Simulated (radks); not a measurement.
Results of a calculation; reference values are marked as such.
Ionisation ladder of tungsten, from W LII to W LXXIV (ions without a valid solution omitted). Each ion is in the ground configuration listed by NIST, and IE = E(next ion) - E(this ion), with E = 0 for the bare nucleus. Code: a radial shooting solver on a logarithmic mesh with Libxc functionals. Model: scalar-relativistic Kohn-Sham, SCAN, spin-polarised, spherical densities, finite nucleus; open shells are filled with parallel spins first (spin-orbit coupling, left out, can overturn this in heavy ions); meta-GGA in the generalised Kohn-Sham scheme; Fermi nuclear charge, rms radius 5.3658 fm.

species   configuration  E (hartree)  IE, Delta-SCF (eV)  -e(HOMO) (eV)     HOMO  <r> HOMO (bohr)  IE, NIST (eV)       kind  error (eV)
W LII          [Ar] 3d5  -13860.4572              4763.6         4699.6    3d up            0.170           4709  semi-emp.       +54.6
W LIII         [Ar] 3d4  -13685.3993              4896.6         4832.2    3d up            0.168           4927  semi-emp.       -30.4
W LIV          [Ar] 3d3  -13505.4528              5030.1         4965.5    3d up            0.167           5063  semi-emp.       -32.9
W LV           [Ar] 3d2  -13320.6012              5163.8         5099.1    3d up            0.166           5209  semi-emp.       -45.2
W LVI          [Ar] 3d1  -13130.8344              5297.7         5232.9    3d up            0.165           5348  semi-emp.       -50.3
W LVII             [Ar]  -12936.1487              5839.2         5783.8       3p            0.185           5719  semi-emp.      +120.2
W LVIII    [Ne] 3s2 3p5  -12721.5610              5956.2         5901.3  3p down            0.184           5840  semi-emp.      +116.2
W LIX      [Ne] 3s2 3p4  -12502.6754              6070.1         6016.8  3p down            0.183           5970  semi-emp.      +100.1
W LX       [Ne] 3s2 3p3  -12279.6044              6234.4         6177.1    3p up            0.182           6093  semi-emp.      +141.4
W LXV              [Ne]  -11059.0055             16042.2        15887.7       2p           0.0681          15566  semi-emp.      +476.2
W LXVI     [He] 2s2 2p5  -10469.4672             16362.3        16210.0  2p down           0.0677          15896  semi-emp.      +466.3
W LXIX     [He] 2s2 2p2   -8625.8383             17463.3        17304.8    2p up           0.0664          18476  semi-emp.     -1012.7
W LXX      [He] 2s2 2p1   -7984.0738             17782.2        17629.3    2p up           0.0660          18872  semi-emp.     -1089.8
W LXXI         [He] 2s2   -7330.5889             19388.0        19280.8       2s           0.0743          19362  semi-emp.       +26.0
W LXXII        [He] 2s1   -6618.0936             19722.1        19612.8    2s up           0.0740        19686.7     theory       +35.4
W LXXIII           [He]   -5893.3183               79473          79007       1s           0.0182        79181.9     theory      +290.9
W LXXIV             1s1   -2972.7454               80893          80423    1s up           0.0181        80755.9     theory      +136.6

Reference values: NIST Atomic Spectra Database (exp. = measured, semi-emp. = semi-empirical, theory = theoretical value adopted there). The ionisation energy per charge of the ion left behind rises most, in proportion, at W LXXIII ([He]), from 273.92 to 1088.7 eV. Against the entries that are not theoretical the mean signed error is +0.1 % and the largest -5.8 %. Open shells are spherical and high-spin; term and fine-structure splittings are not resolved. Spin-orbit splitting is averaged out at the scalar-relativistic level.
